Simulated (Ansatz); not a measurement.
The inner images of a band of FH + H2O + H5NSn (12 atoms, charge 0, multiplicity 1) are given out of order.

Computed with Ansatz, RKS BHLYP-D4/def2-SVP.

First end point:

```xyz
12
Properties=species:S:1:pos:R:3
Sn -1.017 0.845 0.697
N -0.040 -1.008 0.739
H -2.259 0.824 -0.459
H -1.733 0.889 2.263
H 0.117 2.094 0.584
H 1.232 0.242 -1.369
O 0.376 0.532 -1.715
H 1.424 -0.782 0.282
F 2.252 -0.536 -0.180
H -0.161 -1.481 1.626
H -0.410 -1.624 0.026
H 0.219 0.004 -2.494
```

Last end point:

```xyz
12
Properties=species:S:1:pos:R:3
Sn -1.052 0.964 0.199
N 0.364 -1.010 1.036
H -1.856 2.186 -0.742
H -2.293 -0.013 0.837
H -0.033 1.798 1.278
H 1.346 -0.270 -1.302
O -0.095 0.172 -1.416
H 1.239 -0.988 0.515
F 2.220 -0.561 -1.037
H 0.577 -0.992 2.025
H -0.076 -1.899 0.835
H -0.341 0.611 -2.228
```

Task: Put them in order from the first end to the last, with their energies above the first end.
A.
```xyz
12
Properties=species:S:1:pos:R:3
Sn -0.949 0.952 0.311
N 0.156 -1.054 0.829
H -2.266 1.194 -0.767
H -1.803 0.512 1.770
H 0.035 2.269 0.754
H 1.499 -0.134 -1.160
O 0.217 0.396 -1.360
H 1.079 -1.055 0.380
F 2.281 -0.604 -0.776
H 0.243 -1.226 1.822
H -0.367 -1.823 0.427
H -0.127 0.571 -2.231
```
B.
```xyz
12
Properties=species:S:1:pos:R:3
Sn -0.974 0.853 0.524
N 0.069 -0.995 0.776
H -2.135 0.847 -0.723
H -1.884 0.690 1.986
H 0.047 2.191 0.725
H 1.241 0.163 -1.278
O 0.445 0.697 -1.515
H 1.272 -0.965 0.124
F 2.114 -0.816 -0.492
H 0.191 -1.186 1.764
H -0.453 -1.781 0.407
H 0.065 0.304 -2.297
```
C.
```xyz
12
Properties=species:S:1:pos:R:3
Sn -1.025 0.838 0.670
N -0.015 -1.000 0.775
H -2.207 0.783 -0.545
H -1.839 0.864 2.192
H 0.089 2.110 0.646
H 1.253 0.252 -1.379
O 0.416 0.628 -1.689
H 1.412 -0.859 0.203
F 2.234 -0.678 -0.301
H -0.042 -1.376 1.715
H -0.459 -1.689 0.180
H 0.183 0.127 -2.467
```
D.
```xyz
12
Properties=species:S:1:pos:R:3
Sn -1.027 0.833 0.637
N 0.015 -0.988 0.799
H -2.150 0.766 -0.633
H -1.931 0.813 2.109
H 0.056 2.130 0.710
H 1.266 0.246 -1.377
O 0.455 0.708 -1.643
H 1.385 -0.936 0.124
F 2.195 -0.815 -0.424
H 0.089 -1.262 1.772
H -0.491 -1.737 0.340
H 0.138 0.243 -2.414
```
E.
```xyz
12
Properties=species:S:1:pos:R:3
Sn -0.982 0.971 0.258
N 0.245 -1.049 0.908
H -2.181 1.622 -0.808
H -1.968 0.319 1.513
H 0.079 2.149 0.877
H 1.465 -0.195 -1.194
O 0.040 0.206 -1.371
H 1.173 -1.045 0.487
F 2.308 -0.528 -0.860
H 0.310 -1.229 1.901
H -0.261 -1.819 0.488
H -0.227 0.599 -2.199
```
F.
```xyz
12
Properties=species:S:1:pos:R:3
Sn -1.009 0.982 0.222
N 0.318 -1.030 0.982
H -2.000 1.979 -0.797
H -2.149 0.141 1.180
H 0.089 1.972 1.062
H 1.394 -0.223 -1.235
O -0.079 0.124 -1.386
H 1.244 -0.991 0.563
F 2.271 -0.471 -0.937
H 0.401 -1.191 1.977
H -0.149 -1.832 0.578
H -0.334 0.540 -2.208
```
G.
```xyz
12
Properties=species:S:1:pos:R:3
Sn -0.933 0.904 0.418
N 0.108 -1.023 0.769
H -2.175 0.888 -0.751
H -1.803 0.628 1.909
H 0.056 2.243 0.724
H 1.300 0.064 -1.177
O 0.409 0.653 -1.429
H 1.063 -0.995 0.244
F 2.115 -0.696 -0.633
H 0.243 -1.188 1.759
H -0.423 -1.808 0.412
H 0.038 0.331 -2.247
```

Result: C (+0.4 kJ/mol), D (+1.5 kJ/mol), B (+11.3 kJ/mol), G (+25.7 kJ/mol), A (+8.5 kJ/mol), E (-7.7 kJ/mol), F (-22.4 kJ/mol).

Time of the run: 10 min on 2 threads of Intel(R) Xeon(R) Platinum 8259CL CPU @ 2.50GHz (Skylake/Cascade Lake), on a shared host, peak memory 0.27 GiB.
